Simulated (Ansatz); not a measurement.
Two isomers of CH6GeO2: A = `C[O][GeH2][OH]`, B = `O[CH2][GeH2][OH]`.

Computed with Ansatz on PBE0-D4/def2-TZVP structures; ΔE is electronic, products minus reactants. CBS: MP2 limit from def2 TZ/QZ plus the TZ coupled-cluster correction, frozen cores. Functionals use def2-TZVPP. B3LYP here is the variant with VWN-RPA as its local correlation; programs differ in this. For Ge outer-core shells are correlated without core-valence functions, which leaves a few kJ/mol of doubt a bond. Scalar relativity is left out up to krypton. Each species was taken in one conformer, which may not be the lowest.

Task: Which isomer does CCSD(T)/CBS put lower? Give the gap. (Best estimate.)

Result: Computed: A, by 59.8 kJ/mol.

Task: Give E(B) − E(A) in kJ/mol with B3LYP, B3LYP-D4, PBE-D4, MP2/def2-TZVPP, ωB97M-V, BLYP-D4, HF/def2-TZVPP. (Best estimate.)

Result: Ansatz gave: B3LYP 62.9, B3LYP-D4 63.0, PBE-D4 55.7, MP2/def2-TZVPP 64.4, ωB97M-V 60.1, BLYP-D4 62.6, HF/def2-TZVPP 74.4. None reverses the order clearly.

Task: Does the order hold for the free energy at 298.15 K (harmonic terms from PBE0-D4)? (An estimate is asked.)

Result: The calculation gave: Yes: G(B) − G(A) = +58.2 kJ/mol, for one conformer each. Modes under 60 cm⁻¹, often nearly free rotors, make the harmonic entropy too high.

Largest T1 diagnostic: 0.012.

In def2-TZVPP, CCSD(T) changes the Hartree–Fock value by −11.7 kJ/mol (the triples alone add −0.1 kJ/mol) and MP2 by −10.0 kJ/mol. From BLYP to BHLYP (50 % exact exchange), in def2-TZVPP and without D4, E(B) − E(A) moves by +4.2 kJ/mol.
